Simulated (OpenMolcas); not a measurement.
# Bi II: effect of the active space

* Program: OpenMolcas
* Method: SS-CASPT2 or its RAS form, IPEA 0.25 Eh, imaginary shift 0.1 Eh
* Basis: ANO-RCC-VTZP
* Scalar Hamiltonian: DKH2, point nucleus
* Spin-orbit coupling: state interaction with AMFI integrals over the reference wave functions, term energies averaged over their components

A. 2 electrons in 3 orbitals (6p); 2S+1 = 3 even, 3 roots; 2S+1 = 1 even, 6 roots; closed shells correlated: 5d 6s; CASPT2 step roughly 1.4 core-seconds
B. 4 electrons in 4 orbitals (6s 6p); 2S+1 = 3 even, 3 roots; 2S+1 = 1 even, 6 roots; 2S+1 = 5 odd, 1 root; 2S+1 = 3 odd, 9 roots; 2S+1 = 1 odd, 8 roots; closed shells correlated: 5d; CASPT2 step about 4 core-seconds
C. 4 electrons in 8 orbitals (6s 6p 7s 7p); 2S+1 = 3 even, 3 roots; 2S+1 = 1 even, 6 roots; 2S+1 = 5 odd, 1 root; 2S+1 = 3 odd, 8 roots; 2S+1 = 1 odd, 8 roots; closed shells correlated: 5d; CASPT2 step about 12 core-seconds
D. 4 electrons in 9 orbitals (RAS2 6s 6p; RAS3 6d, at most 2 electrons); 2S+1 = 3 even, 3 roots; 2S+1 = 1 even, 6 roots; 2S+1 = 5 odd, 1 root; 2S+1 = 3 odd, 8 roots; 2S+1 = 1 odd, 8 roots; closed shells correlated: 5d; CASPT2 step about 17 core-seconds

Energies in eV above 6s² 6p² ³P₀.

```csv
Level,A,B,C,D
6s² 6p² ³P₀,0.0000,0.0000,0.0000,0.0000
6s² 6p² ³P₁,1.396,1.399,1.330,1.394
6s² 6p² ³P₂ [55 %],1.876,1.869,1.811,1.878
6s² 6p² ¹D₂ [55 %],3.682,3.674,3.560,3.685
6s² 6p² ¹S₀,5.003,5.082,4.997,5.035
```

Among A to D the level of the table that moves most is 6s² 6p² ¹D₂ [55 %], by 1000 cm-1 (lowest in C, highest in D). Moves below CASPT2's spread within the term are not significant.

Term energies are means over components that CASPT2 splits; among the terms shown or strongly mixed into the levels shown the widest spread is 350 cm-1 (6s² 6p² ¹D, B). Over all roots computed the reference weight is 0.82 to 0.93 in B, 0.79 to 0.93 in C; the roots of lowest weight are the least certain, and an intruder state may touch them. Spin-orbit splittings of 6p shells tend to come out small when the coupling is added on scalar orbitals. With the s shell closed, the reference lacks s² → p² mixing (holds for A). The run also gave levels led by 6s² 6p 7s, which use shells meant for correlation; these and all levels above them are left out (holds for C). The run also gave levels led by 6s² 6p 6d, which use shells meant for correlation; these and all levels above them are left out (holds for D). Levels of configurations outside the active space are missing. Levels that lie high or do not pair safely by name in every column are left out.

A share in square brackets marks a mixed level and gives the weight of the term that names it, the lowest over the columns.
